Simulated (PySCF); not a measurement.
Computed shifts of a molecule C3H5BN2O, KT2/pcSseg-1 (PySCF), GIAO, gas phase, equivalent atoms averaged, in ppm (number of nuclei): ¹³C: 196.9 (1), 117.7 (1), 5.5 (1). ¹⁵N: 382.9 (1), 338.3 (1). ¹H: 8.51 (1), 5.94 (1), 1.22 (3). References: ¹³C against TMS (σ = 185.1 ppm); ¹¹B against BF3 (σ = 89.8 ppm); ¹⁷O against H2O (σ = 330.4 ppm); ¹⁵N against NH3 (σ = 266.2 ppm); ¹H against TMS (σ = 31.47 ppm), references at their B3LYP-D3(BJ)/def2-TZVP geometries, non-relativistic. Geometry: PBE0-D3(BJ)/def2-SVP. Other conformers were not sampled.

**Question.** Which structure fits?
(A) CB(O)/C=N\C#N
(B) CC1=NB(O)C=N1
(C) CB1N=CN=CO1
(D) OB1C=NC=NC1

**Answer.** A, CB(O)/C=N\C#N
